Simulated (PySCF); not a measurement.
# Dipole moment and polarisability of `C[C@@H](F)[SiH2]C[SiH2]F`

Compound: C₃H₁₀F₂Si₂.
Cartesian coordinates in Å at the GFN2-xTB level; atoms count from 1:
```
atom  x, y, z in Å
C1     1.8596   -0.7633    0.7609
C2     1.2192   -0.8500   -0.6127
F3     0.2576   -1.8656   -0.5939
Si4    0.3462    0.7617   -1.1961
C5    -0.9413    1.2674    0.0994
Si6   -2.1632   -0.0901    0.6287
F7    -3.2863    0.6519    1.5285
H8     2.3028   -1.7171    1.0427
H9     1.1165   -0.4957    1.5080
H10    2.6369   -0.0043    0.7469
H11    1.9615   -1.1873   -1.3452
H12   -0.2774    0.4682   -2.4885
H13    1.3935    1.7824   -1.3465
H14   -0.4309    1.6496    0.9850
H15   -1.5116    2.1074   -0.2983
H16   -1.5870   -1.0609    1.5433
H17   -2.9031   -0.6424   -0.4932
```

Level: PBE0/def2-SVPD (PySCF), static field, nuclei fixed, core orbitals frozen in the response. The polarisability tensor in these axes (au):

```
x   94.58 -0.86 -3.75
y   -0.86 84.60 -4.24
z   -3.75 -4.24 85.27
```

**Question.** Diagonalise the tensor; give its mean and Δα, where Δα² is half the sum of the squared differences of the eigenvalues.

**Answer.** Principal values 79.97, 88.54 and 95.94 au; mean 88.15 au = 13.06 Å³ = 14.53 × 10⁻⁴⁰ C²·m²/J; Δα = 13.84 au (16 % of the mean).

**Question.** What is the dipole moment, and where does it point?

**Answer.** (2.63, 0.89, -0.61) D, 2.85 D in size, pointing from the negative to the positive side. Measured along this direction, the outermost atoms are F7 at the negative end and H10 at the positive end.

**Question.** Find the Langevin capture rate constant for H3+ (3.023 u) meeting this molecule (140.029 u), k = 2.342 × 10⁻⁹ cm³/s × √(α in Å³ / reduced mass in u).

**Answer.** The reduced mass is 2.96 u, so k = 4.92 × 10⁻⁹ cm³/s. The formula leaves out the permanent dipole, which adds to the capture rate.

**Question.** Refractivity n − 1 of an ideal gas of it at 400 K and 1 atm, from the electronic α?

**Answer.** N = p/kT = 1.8347 × 10¹⁹ cm⁻³, so n − 1 = 2π × N × 13.06 × 10⁻²⁴ cm³ = 1506 × 10⁻⁶ at long wavelengths.

**Question.** Estimate the molar refractivity from the static electronic polarisability.

**Answer.** Lorentz–Lorenz: R = (4π/3)N_A α = 2.5225 cm³/(mol·Å³) × 13.06 Å³ = 32.9 cm³/mol, in the limit of long wavelengths.

**Question.** Give the principal axes and the span of the nuclei along them.

**Answer.** Largest value along (0.93, 0.06, -0.35), where the nuclei span 5.80 Å; middle along (-0.28, 0.73, -0.62), 4.70 Å; least along (0.22, 0.68, 0.70), 3.35 Å. The response follows the extents in order.

The structure is a single GFN2-xTB conformer in the gas phase; no vibrational or solvent corrections.
